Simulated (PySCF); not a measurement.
C₃H₇NOSi, SMILES C[C@@H](C#N)[SiH2]O.

Coordinates come from a PBE-D3(BJ)/def2-SVP optimisation. The structure was generated by enumeration; whether it is a known compound was not checked. One conformer was computed; it need not be the lowest.

Computed with PBE-D3(BJ)/def2-SVP run with PySCF.

Frequencies are harmonic and unscaled.

```csv
mode,ν (cm⁻¹),IR (km/mol),moving atoms (share of kinetic energy)
1,55,6.6,"O 42 %, N 21 %, H 18 %, C 14 %"
2,108,4.0,"O 30 %, N 30 %, H 16 %, C 13 %, Si 10 %"
3,164,4.5,"C 29 %, H 25 %, N 18 %, Si 14 %, O 14 %"
4,205,0.7,"H 52 %, C 28 %, N 17 %"
5,231,0.6,"H 70 %, C 19 %"
6,294,22.4,"H 40 %, C 30 %, Si 15 %, N 10 %"
7,350,105.2,"H 63 %, O 17 %, C 14 %"
8,480,18.0,"C 55 %, Si 29 %, H 8 %"
9,535,7.2,"C 67 %, H 21 %, N 9 %"
10,599,29.3,"H 66 %, Si 16 %, C 15 %"
11,626,2.6,"C 58 %, H 30 %"
12,702,24.3,H 94 %
13,814,67.4,"H 47 %, O 41 %, Si 9 %"
14,857,31.0,"C 41 %, H 40 %, N 12 %"
15,869,257.9,"H 65 %, Si 19 %, O 12 %"
16,896,80.9,"H 85 %, O 11 %"
17,921,40.1,"H 81 %, Si 9 %"
18,966,43.0,"H 73 %, C 13 %, Si 11 %"
19,1048,6.9,"C 59 %, H 35 %"
20,1058,4.4,"H 55 %, C 44 %"
21,1121,11.6,"H 56 %, C 43 %"
22,1252,0.4,"H 65 %, C 34 %"
23,1342,1.1,"H 82 %, C 18 %"
24,1416,8.4,H 97 %
25,1426,7.9,H 96 %
26,2162,122.0,H 97 %
27,2203,102.3,H 96 %
28,2262,29.3,"C 62 %, N 38 %"
29,2981,15.8,H 97 %
30,2985,2.4,H 92 %
31,3074,7.4,"H 90 %, C 10 %"
32,3080,6.1,"H 90 %, C 10 %"
33,3722,67.9,H 94 %
```
